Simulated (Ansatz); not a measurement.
`FC(F)O[SiH3]` + H₂O → `OC(F)F` + `O[SiH3]` at 700 K and 1 bar (formal hydrolysis of a C–O bond).

Isolated molecules relaxed with PBE0-D4/def2-TZVP in Ansatz; ΔE leaves out vibrations. CCSD(T)/CBS is the MP2 limit (def2-TZVPP, def2-QZVPP) plus CCSD(T) − MP2 in def2-TZVPP, frozen cores. This one scheme is used for every species. One conformer a species, not always the lowest.

| species | CCSD(T)/CBS energy (Eh) | H − E (kJ/mol) | S (J/(mol·K)) |
| --- | --- | --- | --- |
| `FC(F)O[SiH3]` | -604.32648 | 207.5 | 436.7 |
| H₂O | -76.37941 | 80.5 | 218.4 |
| `OC(F)F` | -314.01610 | 142.9 | 339.1 |
| `O[SiH3]` | -366.69042 | 144.6 | 321.6 |

H − E and S are ideal-gas, rigid-rotor, harmonic terms from PBE0-D4/def2-TZVP, for one conformer and one mirror image of each species. 1 Eh = 2625.50 kJ/mol, R = 8.31446 J/(mol·K).

By hand: ΔE, ΔH, ΔS and ΔG.

ΔE = (-314.01610) + (-366.69042) − (-604.32648) − (-76.37941) = -0.00063 Eh = -1.7 kJ/mol. Δ(H − E) = 142.9 + 144.6 − 207.5 − 80.5 = -0.5, so ΔH = -2.2 kJ/mol. ΔS = 339.1 + 321.6 − 436.7 − 218.4 = 5.6 J/(mol·K). ΔG = -2.2 − 700 × (5.6)/1000 = -6.1 kJ/mol.

By hand: the equilibrium constant, and the temperature at which ΔG would vanish if ΔH and ΔS stayed fixed.

log₁₀ K = −ΔG/(RT ln 10) = 0.5. ΔH and −TΔS have one sign here, so there is no such temperature. One of them is within its doubt of zero, so this could turn.

TΔS isn't small against ΔH here. A doubt of 5 kJ/mol in ΔE shifts log₁₀ K by 0.4 here. Other conformers and mirror images would add mixing entropy, several J/(mol·K) or more a flexible species. Modes under 60 cm⁻¹, often nearly free rotors, make the harmonic entropy too high. These are equilibria of isolated gas molecules and say nothing of rates. Largest T1 diagnostic: 0.012 (customary marks: 0.02 for closed shells, 0.045 for open ones).
